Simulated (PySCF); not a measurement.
Atomic charges against the basis set

Compound: C3H7PSi.
Cartesian coordinates in Å at the PBE0-D3(BJ)/def2-SVP level; atoms count from 1:
```
atom  x, y, z in Å
C1     2.4272   -1.3359   -0.6826
C2     1.4357   -0.7962   -0.2269
Si3   -0.0581    0.0404    0.4412
C4    -1.6066   -0.7190   -0.2914
P5     0.0840    2.2119   -0.1969
H6     3.3036   -1.8143   -1.0837
H7    -0.0469   -0.1147    1.9278
H8    -1.6699   -1.7872   -0.0338
H9    -1.5962   -0.6255   -1.3878
H10   -2.5074   -0.2160    0.0930
H11   -0.9008    2.6379    0.7501
H12    1.1755    2.4913    0.6818
```

PBE0 throughout (PySCF), one geometry, spherical d and f functions. One conformer (not necessarily the lowest) at the PBE0-D3(BJ)/def2-SVP geometry, without solvent, vibrations or thermal averaging. The first 7 of 9 kinds of atom are listed.

Mulliken charges (e):

```
        basis  functions      C1      C2     Si3      C4      P5      H6      H7
       STO-3G         40  -0.150  -0.242  +0.563  -0.395  +0.149  +0.111  -0.111
        6-31G         67  -0.341  -0.222  +0.693  -0.809  -0.121  +0.265  -0.085
     pcSseg-0         67  -0.373  -0.400  +0.978  -1.157  -0.331  +0.286  -0.011
       6-31G*         92  -0.206  -0.155  +0.451  -0.764  -0.215  +0.237  -0.057
      cc-pVDZ        113  -0.166  -0.015  +0.298  -0.262  -0.138  +0.022  -0.038
     def2-SVP        113  -0.236  -0.020  +0.405  -0.338  -0.114  +0.051  -0.048
  aug-cc-pVDZ        186  +1.115  -0.716  +0.276  +0.432  -1.025  -0.465  +0.294
6-311+G(2d,p)        193  -0.209  -0.061  +0.364  -0.675  -0.187  +0.162  -0.050
    def2-TZVP        209  -0.192  -0.148  +0.292  -0.488  -0.251  +0.182  -0.014
      cc-pVTZ        256  -0.104  -0.217  +0.325  -0.387  -0.161  +0.157  -0.036
     IGLO-III        263  -0.241  -0.128  +0.619  -0.585  -0.033  +0.158  -0.156
```

IAO charges (e):

| basis | functions | C1 | C2 | Si3 | C4 | P5 | H6 | H7 |
| --- | --- | --- | --- | --- | --- | --- | --- | --- |
| STO-3G | 40 | -0.160 | -0.305 | +0.691 | -0.638 | +0.055 | +0.154 | -0.104 |
| 6-31G | 67 | -0.180 | -0.297 | +0.650 | -0.700 | -0.133 | +0.203 | -0.082 |
| pcSseg-0 | 67 | -0.164 | -0.303 | +0.652 | -0.703 | -0.155 | +0.195 | -0.082 |
| 6-31G* | 92 | -0.172 | -0.331 | +0.756 | -0.705 | -0.104 | +0.199 | -0.115 |
| cc-pVDZ | 113 | -0.184 | -0.325 | +0.754 | -0.703 | -0.111 | +0.201 | -0.114 |
| def2-SVP | 113 | -0.175 | -0.324 | +0.758 | -0.696 | -0.105 | +0.195 | -0.119 |
| aug-cc-pVDZ | 186 | -0.195 | -0.323 | +0.759 | -0.715 | -0.120 | +0.206 | -0.113 |
| 6-311+G(2d,p) | 193 | -0.193 | -0.333 | +0.782 | -0.727 | -0.108 | +0.207 | -0.120 |
| def2-TZVP | 209 | -0.191 | -0.336 | +0.792 | -0.730 | -0.109 | +0.207 | -0.123 |
| cc-pVTZ | 256 | -0.191 | -0.333 | +0.782 | -0.727 | -0.115 | +0.207 | -0.120 |
| IGLO-III | 263 | -0.194 | -0.335 | +0.789 | -0.730 | -0.105 | +0.207 | -0.122 |

Hirshfeld charges (e):

```
        basis  functions      C1      C2     Si3      C4      P5      H6      H7
       STO-3G         40  -0.108  -0.171  +0.376  -0.122  +0.076  +0.072  -0.080
        6-31G         67  -0.085  -0.165  +0.304  -0.187  -0.034  +0.105  -0.073
     pcSseg-0         67  -0.084  -0.170  +0.335  -0.192  -0.020  +0.101  -0.077
       6-31G*         92  -0.083  -0.160  +0.294  -0.188  -0.037  +0.105  -0.075
      cc-pVDZ        113  -0.088  -0.161  +0.319  -0.199  -0.016  +0.100  -0.079
     def2-SVP        113  -0.086  -0.160  +0.323  -0.204  -0.011  +0.100  -0.082
  aug-cc-pVDZ        186  -0.088  -0.164  +0.326  -0.216  -0.014  +0.099  -0.074
6-311+G(2d,p)        193  -0.087  -0.167  +0.319  -0.206  -0.011  +0.101  -0.075
    def2-TZVP        209  -0.086  -0.162  +0.318  -0.210  -0.016  +0.100  -0.075
      cc-pVTZ        256  -0.087  -0.160  +0.319  -0.210  -0.017  +0.100  -0.076
     IGLO-III        263  -0.091  -0.163  +0.322  -0.214  -0.005  +0.099  -0.074
```

Q: Which scheme is steadiest as the basis changes?

A: Largest range over the bases for any column: Hirshfeld 0.11 e, IAO 0.21 e, Mulliken 1.59 e. Hirshfeld charges move least and Mulliken charges most, counted in e. Without the minimal STO-3G basis the ranges are Hirshfeld 0.04, IAO 0.14, Mulliken 1.59 e.

Q: How much do the charges still move between the two largest bases, cc-pVTZ and IGLO-III?

A: At most, over all atoms: Mulliken 0.294 e, IAO 0.010 e, Hirshfeld 0.012 e.

Q: What do the same runs give for the total energy, the frontier levels and the dipole moment?

A: 
| basis | energy (Eh) | HOMO (eV) | LUMO (eV) | μ (D) |
| --- | --- | --- | --- | --- |
| STO-3G | -740.3178 | -4.53 | 4.60 | 1.01 |
| 6-31G | -748.7946 | -7.23 | 0.14 | 1.33 |
| pcSseg-0 | -747.9155 | -7.42 | -0.09 | 1.43 |
| 6-31G* | -748.8814 | -7.26 | 0.06 | 1.04 |
| cc-pVDZ | -748.9282 | -7.29 | 0.00 | 0.85 |
| def2-SVP | -748.6425 | -7.34 | -0.05 | 0.86 |
| aug-cc-pVDZ | -748.9378 | -7.40 | -0.38 | 0.83 |
| 6-311+G(2d,p) | -748.9803 | -7.42 | -0.40 | 0.81 |
| def2-TZVP | -748.9920 | -7.39 | -0.30 | 0.80 |
| cc-pVTZ | -748.9951 | -7.38 | -0.23 | 0.81 |
| IGLO-III | -748.9938 | -7.38 | -0.31 | 0.72 |

The dipole is fixed by the density alone, so its range of 0.71 D shows that the density itself changes with the basis, not only its division among atoms.
